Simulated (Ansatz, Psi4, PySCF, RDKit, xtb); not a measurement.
Dimer: SiH4 (SMILES [SiH4]) (first 5 atoms) with C2H6O (SMILES CCO); geometry from B3LYP-D3(BJ)/def2-TZVP, rigid monomers moved along the line of their centres of mass till Si1···O8 is 4.24 Å.
(charge 0, multiplicity 1):
```xyz
14

Si    -0.05351    -0.06743    -0.08312
H     -1.23489     0.19413     0.76714
H     -0.39872     0.31536    -1.47674
H      0.30813    -1.49903    -0.06646
H      1.08787     0.76882     0.34872
C      0.17970     1.34909     5.11021
C     -0.19231    -0.11715     4.98098
O      0.61730    -0.81110     4.03231
H     -0.48343     1.85275     5.81724
H      0.10516     1.85232     4.14560
H      1.20352     1.46267     5.47766
H     -0.14120    -0.61411     5.95714
H     -1.21355    -0.22140     4.61314
H      1.54252    -0.70469     4.27953
```

Monomers are frozen at their geometry in the pair; levels with a basis set take the counterpoise correction. Rows marked so take none.

Correlated levels freeze the cores. Rows in 6-31G* carry no dispersion term and start afresh at each structure (6-31G* with six Cartesian d functions).

Programs: Ansatz (a first-principles code) with Gaussian orbitals; Psi4 for SAPT; PySCF for 6-31G* rows, the dispersion terms; RDKit for the force fields; xtb for the GFN methods. 

```json
[
 {"level": "MMFF94", "interaction energy (kcal/mol)": "-0.88"},
 {"level": "GFN2-xTB", "interaction energy (kcal/mol)": "-0.66"},
 {"level": "HF/6-31G* (no counterpoise)", "interaction energy (kcal/mol)": "-1.04"},
 {"level": "BP86/6-31G* (no counterpoise)", "interaction energy (kcal/mol)": "-0.94"},
 {"level": "B3LYP/6-31G* (no counterpoise)", "interaction energy (kcal/mol)": "-1.22"},
 {"level": "B3LYP-D3(BJ)/def2-TZVPPD", "interaction energy (kcal/mol)": "-0.87"},
 {"level": "M06-2X/6-31G* (no counterpoise)", "interaction energy (kcal/mol)": "___"},
 {"level": "wB97M-V/def2-TZVPPD", "interaction energy (kcal/mol)": "-0.92"},
 {"level": "SAPT0/jun-cc-pV(D+d)Z", "interaction energy (kcal/mol)": "-0.84"}
]
```

Complete the blanks.


- M06-2X/6-31G* (no counterpoise), interaction energy (kcal/mol): -1.47
